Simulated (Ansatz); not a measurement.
C$_{4}$H$_{6}$BF (`C/C=C1\CB1F`). The species carries charge 0 and has multiplicity 1.

| atom | x (Å) | y (Å) | z (Å) |
| --- | --- | --- | --- |
| C1 | -0.881 | -1.098 | 1.203 |
| C2 | -1.062 | -0.097 | 0.121 |
| C3 | -0.079 | 0.500 | -0.541 |
| C4 | 1.463 | 0.489 | -0.553 |
| B5 | 0.636 | 1.372 | -1.496 |
| F6 | 0.631 | 2.262 | -2.458 |
| H7 | -1.350 | -0.754 | 2.131 |
| H8 | 0.175 | -1.292 | 1.394 |
| H9 | -1.373 | -2.042 | 0.943 |
| H10 | -2.089 | 0.160 | -0.140 |
| H11 | 1.955 | -0.415 | -0.916 |
| H12 | 1.974 | 0.914 | 0.312 |

Problem. Give the diagnostics of a CCSD(T)/def2-TZVPP run (frozen core, Ansatz). (Estimate.)

Solution. The calculation gave: T1 = 0.0124, largest single amplitude 0.029, largest double 0.078, (T) share of the correlation energy 4.1 %, 10 CCSD cycles. The RHF solution is unstable towards an unrestricted one. T1 lies under the customary mark of 0.02 for closed shells.
